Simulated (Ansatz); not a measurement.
Relaxation of the cluster Rb8⁻ with UKS PBE/def2-SVPD.

```sh
$ ansatz run in.yaml --threads 4 --pin off --events-out ev --progress --plain --max-ram 4787MiB
```

```yaml
crystal:
  periodic: [false, false, false]
  atoms:
    - {symbol: Rb, position_ang: [1.191190, 0.629870, -4.483190]}
    - {symbol: Rb, position_ang: [-0.103160, 4.095770, 1.248730]}
    - {symbol: Rb, position_ang: [-3.989440, 1.122330, -2.091550]}
    - {symbol: Rb, position_ang: [4.584660, 0.534520, 0.620220]}
    - {symbol: Rb, position_ang: [-2.941820, -3.487090, 1.014120]}
    - {symbol: Rb, position_ang: [1.229240, -3.123180, -3.112100]}
    - {symbol: Rb, position_ang: [-2.301160, 2.014660, 3.830990]}
    - {symbol: Rb, position_ang: [2.330510, -1.786870, 2.972770]}
basis:
  gaussian: {orbitals: def2-SVPD}
total_charge: -1
magnetization: {spin_polarized: true, initial_magnetization: 1}
hamiltonian: {xc: pbe}
scf: {lower_state_search: "off"}
output: {orbitals: {seedname: orbitals}}
relax: {f_tol: 0.02, max_steps: 100}
```

Hardware: 4 threads of Arm Neoverse V1 on a shared host. Wall time 3.7 min, peak host memory 0.61 GiB.

Positions (Å) and forces (eV/Å) at steps 1, 2, 3, 4, 5, 6, 7, 10, 13, 16, 17 of 17:

```xyz
8
step=1 energy=-5246.1332 eV
Rb    1.191    0.630   -4.483   -0.037    0.231    0.019
Rb   -0.103    4.096    1.249    0.144    0.024   -0.208
Rb   -3.989    1.122   -2.092    0.131   -0.051    0.077
Rb    4.585    0.535    0.620    0.045    0.138   -0.172
Rb   -2.942   -3.487    1.014    0.110    0.133   -0.030
Rb    1.229   -3.123   -3.112   -0.045   -0.166    0.180
Rb   -2.301    2.015    3.831   -0.112   -0.194    0.077
Rb    2.331   -1.787    2.973   -0.237   -0.115    0.057
8
step=2 energy=-5246.2361 eV
Rb    1.237    0.683   -4.357   -0.040    0.219    0.029
Rb    0.005    3.999    1.194    0.133    0.007   -0.203
Rb   -3.957    1.104   -2.071    0.133   -0.050    0.078
Rb    4.451    0.605    0.498    0.038    0.127   -0.166
Rb   -2.982   -3.498    1.008    0.116    0.138   -0.032
Rb    1.262   -3.102   -2.986   -0.046   -0.152    0.175
Rb   -2.232    1.942    3.813   -0.106   -0.182    0.070
Rb    2.215   -1.733    2.900   -0.228   -0.107    0.050
8
step=3 energy=-5246.4568 eV
Rb    1.221    0.815   -4.257   -0.042    0.135    0.064
Rb    0.109    3.918    1.051    0.079   -0.050   -0.148
Rb   -3.846    1.066   -2.009    0.132   -0.047    0.076
Rb    4.392    0.683    0.364   -0.007    0.075   -0.112
Rb   -2.913   -3.404    0.986    0.112    0.137   -0.033
Rb    1.244   -3.144   -2.831   -0.042   -0.070    0.141
Rb   -2.254    1.818    3.819   -0.055   -0.129    0.017
Rb    2.046   -1.753    2.877   -0.177   -0.051   -0.004
8
step=4 energy=-5246.6507 eV
Rb    1.177    0.924   -4.138   -0.038    0.085    0.077
Rb    0.177    3.803    0.907    0.048   -0.077   -0.114
Rb   -3.694    1.016   -1.925    0.121   -0.040    0.070
Rb    4.336    0.738    0.255   -0.025    0.044   -0.078
Rb   -2.794   -3.251    0.948    0.091    0.121   -0.031
Rb    1.206   -3.163   -2.676   -0.033   -0.024    0.112
Rb   -2.277    1.696    3.804   -0.029   -0.095   -0.004
Rb    1.869   -1.762    2.826   -0.135   -0.014   -0.031
8
step=5 energy=-5246.7960 eV
Rb    1.126    1.012   -4.020   -0.029    0.053    0.070
Rb    0.219    3.675    0.771    0.030   -0.082   -0.086
Rb   -3.538    0.964   -1.835    0.097   -0.029    0.056
Rb    4.300    0.774    0.167   -0.027    0.023   -0.054
Rb   -2.684   -3.096    0.906    0.055    0.088   -0.026
Rb    1.168   -3.163   -2.535   -0.020    0.001    0.082
Rb   -2.301    1.591    3.785   -0.015   -0.066   -0.006
Rb    1.711   -1.757    2.762   -0.091    0.013   -0.036
8
step=6 energy=-5246.8862 eV
Rb    1.082    1.081   -3.915   -0.015    0.031    0.042
Rb    0.255    3.527    0.649    0.017   -0.067   -0.052
Rb   -3.387    0.919   -1.748    0.062   -0.013    0.034
Rb    4.266    0.798    0.091   -0.013    0.008   -0.038
Rb   -2.613   -2.964    0.866    0.017    0.043   -0.017
Rb    1.138   -3.145   -2.420   -0.007    0.011    0.054
Rb   -2.327    1.499    3.776   -0.010   -0.041    0.002
Rb    1.587   -1.714    2.701   -0.051    0.028   -0.025
8
step=7 energy=-5246.9300 eV
Rb    1.058    1.140   -3.844    0.000    0.016   -0.002
Rb    0.285    3.360    0.555    0.010   -0.035   -0.010
Rb   -3.253    0.888   -1.675    0.022    0.001    0.008
Rb    4.262    0.802    0.002    0.006   -0.006   -0.025
Rb   -2.601   -2.882    0.833   -0.008   -0.002   -0.005
Rb    1.125   -3.100   -2.308    0.002    0.013    0.032
Rb   -2.364    1.415    3.793   -0.010   -0.019    0.012
Rb    1.488   -1.623    2.646   -0.022    0.032   -0.009
8
step=10 energy=-5247.0012 eV
Rb    1.177    1.376   -4.193    0.018    0.013   -0.012
Rb    0.396    3.036    0.594   -0.002    0.014    0.010
Rb   -2.924    0.840   -1.672    0.016   -0.005   -0.003
Rb    4.313    0.551   -0.422   -0.009   -0.015   -0.023
Rb   -2.664   -2.996    0.932    0.001   -0.002    0.022
Rb    1.058   -2.745   -1.965   -0.017    0.010    0.006
Rb   -2.672    1.167    4.005   -0.019   -0.017   -0.012
Rb    1.315   -1.228    2.720    0.013    0.003    0.013
8
step=13 energy=-5247.0439 eV
Rb    1.418    1.703   -4.280   -0.006    0.002    0.021
Rb    0.455    3.126    0.735    0.005   -0.006   -0.004
Rb   -2.668    0.718   -1.656   -0.010    0.002    0.008
Rb    4.306    0.355   -0.756    0.007    0.010    0.001
Rb   -2.717   -3.178    1.380   -0.003   -0.004    0.002
Rb    0.700   -2.597   -1.841    0.001   -0.010    0.000
Rb   -2.966    0.960    3.648    0.009    0.006   -0.021
Rb    1.472   -1.086    2.769   -0.003    0.000   -0.008
8
step=16 energy=-5247.0533 eV
Rb    1.319    1.780   -4.042    0.002    0.000    0.002
Rb    0.573    3.119    0.708   -0.003    0.000    0.003
Rb   -2.742    0.658   -1.586    0.003   -0.003   -0.002
Rb    4.464    0.439   -0.769    0.002    0.001   -0.006
Rb   -2.828   -3.300    1.469    0.000    0.007    0.001
Rb    0.687   -2.618   -1.808   -0.003    0.001    0.005
Rb   -2.941    1.047    3.370    0.001   -0.005   -0.003
Rb    1.467   -1.124    2.658   -0.001   -0.001   -0.001
8
step=17 energy=-5247.0536 eV
Rb    1.320    1.786   -4.023   -0.001    0.000    0.002
Rb    0.570    3.123    0.731   -0.002   -0.005   -0.001
Rb   -2.743    0.640   -1.613    0.001    0.003    0.001
Rb    4.482    0.450   -0.800   -0.002   -0.001    0.000
Rb   -2.847   -3.274    1.483   -0.001   -0.004   -0.001
Rb    0.674   -2.620   -1.784    0.004   -0.001    0.001
Rb   -2.939    1.027    3.348    0.000    0.005    0.001
Rb    1.482   -1.132    2.659    0.002    0.001   -0.003
```

In the def2 sets Rb takes a core potential; there is no spin–orbit coupling. The highest occupied level of the charge -1 doublet lies above zero (up to 0.05 eV). It is a level of α spin, whose loss leaves a singlet; that state wasn't run at this geometry and level. The electron is either unbound and held by the finite basis, or the level is raised by self-interaction error. The relaxation made no stability test and no search for a lower SCF solution. The structure comes from a short search, and lower isomers may exist.
